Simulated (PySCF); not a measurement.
## Basis and Hamiltonian dependence of the excitation energy of O²⁺

O²⁺ [He] 2s2 2p2 (3P) → O²⁺ [He] 2s1 2p3 (5S). All values are computed (PySCF 2.14, energy differences of UHF-based or UKS calculations, no spin-orbit coupling). Values in eV.

```
                                                               basis       Hamiltonian  functions    UHF  r2SCAN   PBE0  MP2 (valence)  CCSD(T) (valence)  CCSD(T) (valence and next inner shell)
                                                       aug-cc-pwCVDZ  non-relativistic         27  5.616   6.652  7.429          6.760              7.300                                     n/a
                                                        ANO-RCC-VTZP     spin-free X2C         30  5.606   6.610  7.373          6.866              7.371                                   7.355
                                                        x2c-TZVPPall     spin-free X2C         31  5.571   6.594  7.362          6.845              7.342                                   7.323
                                                        x2c-QZVPPall     spin-free X2C         57  5.540   6.586  7.353          6.939              7.407                                   7.372
                                                       aug-cc-pwCVTZ  non-relativistic         59  5.526   6.578  7.342          6.877              7.361                                   7.326
aug-cc-pCVTZ-DK with one added diffuse shell each of s, p, d, f type     spin-free X2C         75  5.590   6.638  7.406          6.928              7.412                                   7.380
                                                         dyall-acv3z  non-relativistic         76  5.475   6.521  7.289          6.847              7.333                                   7.323
```

Estimate the row for dyall-av2z (non-relativistic, 42 functions).

From the rows with the same Hamiltonian and similar size; the calculation gives UHF 5.47; r2SCAN 6.52; PBE0 7.29; MP2 (valence) 6.66; CCSD(T) (valence) 7.18 (eV).

Frozen in the all-electron rows: valence: 1s2; valence and next inner shell: nothing.
